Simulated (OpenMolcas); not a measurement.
Computed levels of 3d⁵ in ions with 23 electrons, in cm-1 above ⁶S_5/2.

```
Program             : OpenMolcas 26.06
Method              : CASSCF
Basis               : ANO-R2
Scalar Hamiltonian  : X2C, finite nucleus
Spin-orbit coupling : RASSI with atomic mean-field integrals over the reference wave functions, term energies averaged over their components
```

Active space for each ion: 5 electrons in 10 orbitals (3d 4d).

| Level | Fe3+ | Co4+ | Cu6+ |
| --- | --- | --- | --- |
| ⁴G_5/2 | 36255 | 41431 | 50892 |
| ⁴G_7/2 | 36293 | 41489 | 51021 |
| ⁴G_9/2 | 36324 | 41531 | 51108 |
| ⁴G_11/2 | 36333 | 41536 | 51093 |
| ⁴P_5/2 | 41495 | 47465 | 58190 |
| ⁴P_3/2 | 41551 | 47564 | 58446 |
| ⁴P_1/2 | 41621 | 47689 | 58826 |
| ⁴D_7/2 | 45118 | 51537 | 63301 |
| ⁴D_1/2 | 45158 | 51627 | 63591 |

Problem. Estimate ⁴G_5/2, ⁴G_7/2 for Ni5+ from its neighbours Co4+ and Cu6+.

Solution. ⁴G_5/2 is another term, which grows about linearly with the charge: (41431 + 50892) / 2 = 46162. The calculation gives 46305, so the estimate is off by -0.3 %.
⁴G_7/2 is another term, which grows about linearly with the charge: (41489 + 51021) / 2 = 46255. The calculation gives 46391, so the estimate is off by -0.3 %.

Without dynamic correlation excited terms often stand tens of per cent too high (terms of higher spin than the ground term too low), and those without a measured partner can miss by more than the paired ones. Active for correlation alone: 4d; no level in the range computed is led by a configuration that fills it, so any true level of that kind is missing. Levels of configurations outside the active space are missing.
